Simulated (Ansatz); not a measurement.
Basis sets compared for Si₄Ni⁺. The state is a doublet with charge 1. Geometry PBE-D4/def2-SVP. Ansatz on 4 threads of Arm Neoverse V1 on a shared host; times are rough, and most runs start from earlier orbitals.

Cartesian coordinates in Å:
```
Ni 0.436 -2.840 1.457
Si -0.364 2.416 -1.237
Si -0.613 1.176 0.729
Si 0.397 0.215 -1.444
Si 0.144 -0.967 0.494
```

Another isomer (doublet) lies 0.82 eV lower at PBE-D4/def2-SVP; other spin states weren't run for this one.

```tsv
level	functions	energy (Eh)	HOMO (eV)	LUMO (eV)	wall time
PBE-D4/def2-SVP	103	-2664.6057	-9.80	-9.61	6.5 s
PBE0-D4/def2-SVP	103	-2664.6923	-10.72	-7.84	9.5 s
```

Task: Estimate the rows for PBE-D4/def2-TZVP (with forces), PBE0-D4/def2-TZVP.

Result: 
```csv
level,functions,energy (Eh),HOMO (eV),LUMO (eV),wall time
PBE-D4/def2-TZVP (with forces),193,-2665.2438,-9.74,-9.64,16 s
PBE0-D4/def2-TZVP,193,-2665.3162,-10.70,-7.82,33 s
```
